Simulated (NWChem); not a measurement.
Species: CaCl cation; SMILES [Cl][Ca+]

Results from NWChem. Pople sets run with spherical d functions. All runs use the structure optimised with PBE0/def2-SVP.

Question: Taking Hartree-Fock/6-311++G** as the yardstick, which of these has the fewest basis functions while keeping “highest occupied level (eV)” within 0.1 eV of it: Hartree-Fock/6-31G*; Hartree-Fock/6-311G**; Hartree-Fock/STO-3G; Hartree-Fock/6-31+G*; Hartree-Fock/3-21G?

Answer: Hartree-Fock/6-311G**.
```
level                    basis functions  highest occupied level (eV)
-----------------------  ---------------  ---------------------------
Hartree-Fock/STO-3G                   22                       -13.78
Hartree-Fock/3-21G                    30                       -15.24
Hartree-Fock/6-31G*                   40                       -15.53
Hartree-Fock/6-31+G*                  48                       -15.53
Hartree-Fock/6-311G**                 65                       -15.89
Hartree-Fock/6-311++G**               73                       -15.84
```

The yardstick is one finite set, not the basis-set limit.
